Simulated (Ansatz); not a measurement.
A nudged elastic band was laid between two geometries of C2H5NSi (9 atoms, charge 0, multiplicity 1).

These are results of UKS B3LYP/cc-pVDZ (Ansatz), not measurements.

```json
{
  "movable images": "5",
  "climbing image": "yes",
  "spring": "5.0 eV/Å²",
  "optimiser": "quadratic models (default)",
  "start path": "through a guess of the saddle point",
  "force threshold": "0.05 eV/Å",
  "iteration limit": "60",
  "end points": "relaxed"
}
```

First end point:

```xyz
9
Properties=species:S:1:pos:R:3
C -1.256 0.724 -0.552
Si 0.012 -0.697 -0.797
C 1.037 -0.773 0.710
N 1.550 -1.255 1.700
H -1.802 0.591 0.395
H -1.995 0.679 -1.368
H -0.790 1.721 -0.562
H 1.048 -0.279 -1.809
H 2.196 -0.710 2.283
```

Last end point:

```xyz
9
Properties=species:S:1:pos:R:3
C -1.099 1.243 -0.336
Si -0.246 -0.230 -0.902
C 0.926 -0.898 0.523
N 1.307 -0.700 1.662
H -1.942 1.157 0.361
H -1.104 -1.427 -1.146
H -0.567 2.200 -0.282
H 0.738 -0.030 -2.006
H 1.989 -1.314 2.125
```

Task: What changes between the two ends?

Result: Bonds broken: C1–H6. Bonds formed: Si2–H6.

Task: What energy profile does the band end with?

Result: The forces met the threshold. The highest image is number 3 of 0 to 6, 276.6 kJ/mol above the first end and 140.3 kJ/mol above the last; the last end lies 136.4 kJ/mol above the first. Neighbouring images differ by up to 2.4 eV, so the band resolves the path poorly. A vibrational analysis at the climbing image gives one clearly imaginary mode, 1559i cm⁻¹: a first-order saddle point.

| image | path coordinate (Å) | energy (kJ/mol) | C1–H6 (Å) | Si2–H6 (Å) |
| --- | --- | --- | --- | --- |
| 0 | 0.00 | 0.0 | 1.10 | 2.50 |
| 1 | 0.82 | 3.3 | 1.10 | 2.48 |
| 2 | 1.63 | 48.3 | 1.12 | 2.15 |
| 3 | 2.45 | 276.6 | 1.75 | 1.59 |
| 4 | 3.25 | 183.2 | 2.50 | 1.50 |
| 5 | 4.04 | 147.8 | 2.72 | 1.49 |
| 6 | 4.84 | 136.4 | 2.79 | 1.49 |

Task: What is the geometry of the highest image?

Result: 
```xyz
9
Properties=species:S:1:pos:R:3
C -1.153 1.148 -0.429
Si 0.055 -0.219 -0.638
C 1.249 -0.655 0.753
N 1.378 -1.449 1.687
H -1.905 1.074 0.362
H -1.468 -0.466 -1.017
H -1.266 1.994 -1.118
H 0.882 -0.069 -1.868
H 2.228 -1.358 2.267
```

Run time: 2.1 min on 2 threads of Intel(R) Xeon(R) 6975P-C (Granite Rapids) (shared host), peak memory 0.26 GiB.
